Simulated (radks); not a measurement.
Values are calculated unless marked as measured or tabulated.
These are the eigenvalues of the occupied orbitals of an atom or ion with whole-number occupations (Ry). Code: a radial shooting solver on a logarithmic mesh with Libxc functionals. Model: Dirac Kohn-Sham, PBE, spin-unpolarised, spherical densities, point nucleus.

| orbital | eigenvalue |
|---|---|
| 1s1/2 | -5588.736 |
| 2s1/2 | -977.9453 |
| 2p1/2 | -936.7232 |
| 2p3/2 | -817.0806 |
| 3s1/2 | -229.6882 |
| 3p1/2 | -211.2490 |
| 3p3/2 | -185.0518 |
| 3d3/2 | -154.3198 |
| 3d5/2 | -148.6598 |
| 4s1/2 | -50.00067 |
| 4p1/2 | -42.22443 |
| 4p3/2 | -36.02875 |
| 4d3/2 | -23.29737 |
| 4d5/2 | -22.14749 |
| 5s1/2 | -8.46303 |
| 5p1/2 | -6.02654 |
| 4f5/2 | -5.95929 |
| 4f7/2 | -5.73007 |
| 5p3/2 | -5.03095 |
| 5d3/2 | -1.84006 |
| 5d5/2 | -1.74380 |

Which element is it, and in what charge state? The configuration may be excited. Open shells, if any, fill j = l - 1/2 first.

Answer. Z = 77, iridium, charge +2: Ir2+ in [Xe] 4f14 5d7. The list shows which subshells hold electrons but not how many an open one holds; the 1s level, -2794.4 hartree, gives Z - s = 74.8 by -(Z - s)^2/2, which with screening and relativity narrows Z to a few neighbours, and the depths of the outer levels then fix element, charge and occupations together.
